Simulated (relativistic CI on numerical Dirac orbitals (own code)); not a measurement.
Method of calculation: Dirac-Coulomb-Breit CI, KLI orbitals optimised for each configuration, model QED, unscaled Slater integrals (own radial code, finite nucleus).

The strongest absorption lines from the ground level of an ion, among the configurations computed and to levels below about 336 eV (vacuum wavelength in Å, gf): 44.061 (0.084), 44.443 (0.22), 45.280 (0.056), 46.265 (1.1), 51.250 (0.071), 199.49 (0.087), 260.92 (0.072), 306.88 (0.08).

(1) Which ion is it?
A. P9+
B. Al7+
C. P7+
D. K13+

Results:

(1) A. P9+ has 6 electrons and the ground level 2s²2p² ³P0; the strongest line goes to 2s²2p3d ³D°1. The pattern of lines fixes the number of electrons, and along that sequence the line energies rise steadily with the charge (about as its square where n changes within one kind of shell, about linearly where n is kept but much faster in heavy ions where fine structure, which grows about as Z⁴, sets the gap, and irregularly where shells cross), which fixes Z. Configurations outside the model, such as inner-shell arrays, can give stronger lines. At this charge energies of transitions that change n are usually good to better than 1 %, and those within a shell (Δn = 0) to a few per cent.
